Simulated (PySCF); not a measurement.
B(Cl)(GeH3)(OH) (BClGeH₄O), SMILES O[B](Cl)[GeH3].

Geometry: PBE-D3(BJ)/def2-SVP. Other conformers were not sampled.

Calculation: CAM-B3LYP/def2-TZVP (PySCF).

Isolated molecule, no solvent.

| Property | Value |
|---|---|
| total energy | -2639.91466 hartree |
| point group | Cs |
| highest occupied level | -9.71 eV |
| lowest empty level | 0.11 eV |
| orbital gap | 9.82 eV |
| dipole moment | 0.307 e·Å |
| quadrupole, principal values (traceless, Buckingham form, about the centre of nuclear charge) | -6.07, -0.41, 6.48 D·Å |
| mean static polarisability | 61.8 bohr³ (9.16 Å³) |
| polarisability, principal values | 50.2, 61.8, 73.4 bohr³ |
